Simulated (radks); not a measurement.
Charge is removed step by step from the 5d down level of the lead ion Pb2+, starting from [Xe] 4f14 5d(up 5, down 5) 6s2. All-electron calculation, scalar-relativistic Kohn-Sham, PBE, spin-polarised, spherical densities, point nucleus. Program: a radial shooting solver on a logarithmic mesh with Libxc functionals.

| removed (e) | E - E(0) (eV) | eigenvalue (eV) | E minus straight line (eV) |
|---|---|---|---|
| 0 | 0.000 | -37.847 | 0.000 |
| 0.25 | 9.900 | -41.389 | -1.355 |
| 0.5 | 20.693 | -44.995 | -1.817 |
| 0.75 | 32.394 | -48.660 | -1.370 |
| 1 | 45.018 | -52.383 | 0.000 |

Removing the whole electron costs 45.018 eV by Delta-SCF, against 37.847 eV from minus the eigenvalue at the starting occupation. Slater's transition state (half an electron removed) gives 44.995 eV. Integrating minus the eigenvalue over the occupation (Janak's theorem) gives 45.035 eV. In this scalar-relativistic scheme the density is built from large components alone, so the theorem holds only approximately. The mean slope of the eigenvalue, de/dn, is 14.5 eV per electron.
